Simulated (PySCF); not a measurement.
SMILES C=C/C=C\[Si](F)(F)F (C4H5F3Si) (GFN2-xTB optimised geometry):

```
13

C      2.766     0.389     0.001
C      1.436     0.427     0.002
C      0.615    -0.758     0.000
C     -0.726    -0.758     0.000
Si    -1.828     0.736     0.000
F     -1.675     1.716    -1.243
F     -1.682     1.716     1.244
F     -3.362     0.326    -0.004
H      3.362     1.285     0.002
H      3.303    -0.546    -0.003
H      0.915     1.376     0.005
H      1.149    -1.700    -0.001
H     -1.230    -1.716    -0.001
```

Calculation: PBE/def2-TZVP in PySCF.

Q: What are the frontier orbital energies and the dipole moment?

A: HOMO-2 -8.84 eV, HOMO-1 -8.52 eV, HOMO -6.65 eV, LUMO -2.88 eV, LUMO+1 -0.47 eV; dipole moment 3.54 D.

Meta-Löwdin charges at PBE/def2-TZVP: C1 -0.23, C2 -0.10, C3 -0.05, C4 -0.43, Si5 1.56, F6 -0.47, F7 -0.47, F8 -0.47, H9 0.14, H10 0.13, H11 0.13, H12 0.13, H13 0.15.
